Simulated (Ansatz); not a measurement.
`[F][AlH][CH](F)[SiH3]` + `N=[CH][SnH3]` → `[SiH3]/N=[CH]\[SnH3]` + `F[CH2][AlH][F]`  (ligand exchange at the Si–C bond)

Gas-phase electronic energies from Ansatz, PBE0-D4/def2-TZVP geometries. CBS: MP2 limit from def2 TZ/QZ plus the TZ coupled-cluster correction, frozen cores. DFT in def2-TZVPP. def2 core potentials past Kr. For Sn outer-core shells are correlated without core-valence functions, which leaves a few kJ/mol of doubt a bond. One conformer a species, not always the lowest.

```json
{"level": "PBE-D4", "ΔE (kJ/mol)": "-35.1", "difference from CCSD(T)/CBS": "2.4"}
{"level": "PBE0-D4", "ΔE (kJ/mol)": "-35.8", "difference from CCSD(T)/CBS": "1.7"}
{"level": "ωB97X-V", "ΔE (kJ/mol)": "-34.1", "difference from CCSD(T)/CBS": "3.4"}
{"level": "ωB97M-V", "ΔE (kJ/mol)": "-34.6", "difference from CCSD(T)/CBS": "2.9"}
{"level": "B2PLYP", "ΔE (kJ/mol)": "-40.3", "difference from CCSD(T)/CBS": "-2.8"}
{"level": "PBE", "ΔE (kJ/mol)": "-33.3", "difference from CCSD(T)/CBS": "4.2"}
{"level": "PBE0", "ΔE (kJ/mol)": "-34.2", "difference from CCSD(T)/CBS": "3.3"}
{"level": "HF/def2-TZVPP", "ΔE (kJ/mol)": "-43.2", "difference from CCSD(T)/CBS": "-5.7"}
{"level": "MP2/def2-TZVPP", "ΔE (kJ/mol)": "-41.5", "difference from CCSD(T)/CBS": "-4.0"}
{"level": "SCS-MP2/def2-TZVPP", "ΔE (kJ/mol)": "-40.7", "difference from CCSD(T)/CBS": "-3.2"}
{"level": "CCSD/def2-TZVPP", "ΔE (kJ/mol)": "-36.2", "difference from CCSD(T)/CBS": "1.3"}
{"level": "CCSD(T)/def2-TZVPP", "ΔE (kJ/mol)": "-36.3", "difference from CCSD(T)/CBS": "1.2"}
{"level": "HF/def2-QZVPP", "ΔE (kJ/mol)": "-44.2", "difference from CCSD(T)/CBS": "-6.7"}
{"level": "MP2/def2-QZVPP", "ΔE (kJ/mol)": "-42.5", "difference from CCSD(T)/CBS": "-5.0"}
{"level": "SCS-MP2/def2-QZVPP", "ΔE (kJ/mol)": "-41.7", "difference from CCSD(T)/CBS": "-4.2"}
{"level": "HF/CBS(def2)", "ΔE (kJ/mol)": "-44.3", "difference from CCSD(T)/CBS": "-6.8"}
{"level": "CCSD(T)/CBS", "ΔE (kJ/mol)": "-37.5", "difference from CCSD(T)/CBS": "0"}
```

Largest T1 diagnostic among the species: 0.015.
